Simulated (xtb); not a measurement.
B(Cl)(vinyl)(OMe) (C3H6BClO), SMILES C(B(Cl)OC)=C. All values are semi-empirical tight-binding results from xtb (GFN2-xTB unless named), good for trends rather than for accurate numbers. Geometry: GFN2-xTB. One conformer was computed; it need not be the lowest.

- orbital gap: 4.06 eV
- dipole moment: 4.13 D
- zero-point energy: 55.0 kcal/mol
- G − E(el) at 298.15 K (modified RRHO): 34.8 kcal/mol
- static polarisability (D4 model): 67.6 bohr³
- solvation energy, GFN2-xTB/ALPB(water): -3.1 kcal/mol
- solvation energy, GFN2-xTB/ALPB(acetone): -7.1 kcal/mol
